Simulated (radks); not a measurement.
The numbers below are computed, except where a source is named.
Excited configurations of Fe: one electron is placed in a higher orbital outside [Ar] 3d6 4s1. The ground configuration is [Ar] 3d6 4s2. Code: a radial shooting solver on a logarithmic mesh with Libxc functionals. Model: non-relativistic Kohn-Sham, PBEsol, spin-polarised, spherical densities, point nucleus; open shells are filled with parallel spins first. Excitation = E - E(ground); binding = E(ion) - E, where the ion is the core of charge +1; n* = 1/sqrt(2 binding) in atomic units, and the quantum defect is n - n*.

| outer orbital | excitation (eV) | binding (eV) | eigenvalue (eV) | <r> (bohr) |
|---|---|---|---|---|
| 4d | 5.978 | 1.709 | -0.771 | 9.380 |
| 4f | 6.739 | 0.948 | -0.466 | 16.86 |
| 5s | 4.979 | 2.707 | -1.644 | 8.034 |
| 5d | 6.596 | 1.091 | -0.612 | 17.80 |
| 5f | 7.029 | 0.658 | -0.390 | 28.63 |
| 6s | 6.271 | 1.416 | -0.884 | 15.79 |
| 6p | 6.567 | 1.120 | -0.700 | 19.13 |
| 6d | 6.957 | 0.730 | -0.456 | 28.67 |
| 6f | 7.208 | 0.479 | -0.306 | 42.86 |
| 7p | 6.953 | 0.733 | -0.477 | 30.48 |
| 7d | 7.168 | 0.519 | -0.342 | 42.21 |

The Delta-SCF ionisation energy is 7.687 eV (NIST Atomic Spectra Database: 7.902 eV, measured). Self-interaction in the functional shifts the binding energies and quantum defects, so they are the method's values and not measured ones. Open shells are spherical and high-spin; term and fine-structure splittings are not resolved.
